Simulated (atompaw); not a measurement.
# Cutoff test, rhenium, PAW (atompaw)

```json
{"Element": "Re (Z = 75)", "Generator": "atompaw 4.2.0.5", "Type": "PAW", "Functional": "PBE", "Relativity": "scalar-relativistic", "Frozen core": "[Kr] 4d10", "Valence charge": "29", "Reference configuration": "4f14 5s2 5p6 5d5 6s0.5 6p0 (charge +1.5)", "Partial waves": "5s (bound): rc 1.20 bohr; 6s (bound): rc 1.90 bohr; 5p (bound): rc 1.40 bohr; 6p (bound, empty): rc 2.00 bohr; 5d (bound): rc 2.00 bohr; 5d channel at -0.4 Ry: rc 2.00 bohr; 4f (bound): rc 1.00 bohr; 4f channel at 1.25 Ry: rc 1.00 bohr", "Local potential": "bessel scheme, radius 1.80 bohr", "Core correction": "smooth core density matched at 1.90 bohr", "Augmentation charge": "besselshape compensation charge, radius 1.60 bohr; PAW radius 2.00 bohr; waves and projectors: custom polynom vanderbiltortho"}
```

The pseudo-atom Hamiltonian at the reference potential is diagonalised in spherical Bessel functions j_l(qr) that vanish at 20 bohr, with q² up to the cutoff. All-electron valence levels (Ry): 5s -7.1533, 6s -1.1983, 5p -4.3449, 6p -0.7425, 5d -1.2553, 4f -3.9962.

Question: How do the lowest levels (Ry) of each channel move with the cutoff, and are there ghosts?

Answer:

| cutoff (Ry) | s #1 | s #2 | s #3 | p #1 | p #2 | p #3 | d #1 | d #2 | f #1 | f #2 | Σ f·Δε (mRy) |
| --- | --- | --- | --- | --- | --- | --- | --- | --- | --- | --- | --- |
| 8 | -6.9158 | -1.1553 | -0.3822 | -2.1608 | -0.5966 | -0.2349 | -0.9080 | -0.2753 | -0.1731 | -0.0742 | 68858.6 |
| 25 | -7.0885 | -1.1980 | -0.3937 | -4.3407 | -0.7422 | -0.2702 | -1.2542 | -0.3178 | -0.1745 | -0.0760 | 53662.1 |
| 50 | -7.1519 | -1.1983 | -0.3937 | -4.3448 | -0.7425 | -0.2703 | -1.2552 | -0.3179 | -0.9158 | -0.1702 | 43128.2 |
| 100 | -7.1532 | -1.1983 | -0.3937 | -4.3449 | -0.7425 | -0.2703 | -1.2552 | -0.3179 | -3.9470 | -0.1734 | 687.8 |
| 180 | -7.1532 | -1.1983 | -0.3937 | -4.3449 | -0.7425 | -0.2703 | -1.2553 | -0.3179 | -3.9916 | -0.1734 | 63.0 |
| 400 | -7.1533 | -1.1983 | -0.3937 | -4.3449 | -0.7425 | -0.2703 | -1.2553 | -0.3179 | -3.9961 | -0.1734 | 0.0 |

Result: no extra level below or beside the all-electron valence levels (s, p, d, f tested); 10 mRy is reached at 260 Ry and 1 mRy at over 300 Ry.
